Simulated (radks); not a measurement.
The numbers below are computed, except where a source is named.
Problem. The calcium ion Ca5+, [Ne] 3s2 3p3. Level of theory: non-relativistic Kohn-Sham, PBE, spin-polarised, spherical densities, point nucleus (a radial shooting solver on a logarithmic mesh with Libxc functionals). Every spin shell is full or empty, so the densities are truly spherical. Functionals are evaluated on that one density, not self-consistently. Rank these orbital-free kinetic functionals by their error against the exact value of the orbitals, and give that value: Thomas-Fermi, von Weizsacker, TF + vW/9, LC94, APBEK, revAPBEK, Perdew 92, Thakkar, Pearson, LKT, PG1, Ernzerhof.

Solution. Exact: 668.728 hartree. From best to worst, with 100 (|E| - |E exact|)/|E exact| (equal figures are ties): Ernzerhof -0.01, LC94 +0.12, Thakkar -0.15, APBEK +0.24, revAPBEK +0.56, Perdew 92 -0.57, TF + vW/9 -0.59, Pearson -1.44, Thomas-Fermi -6.99, PG1 +23.12, LKT +28.68, von Weizsacker -42.34.
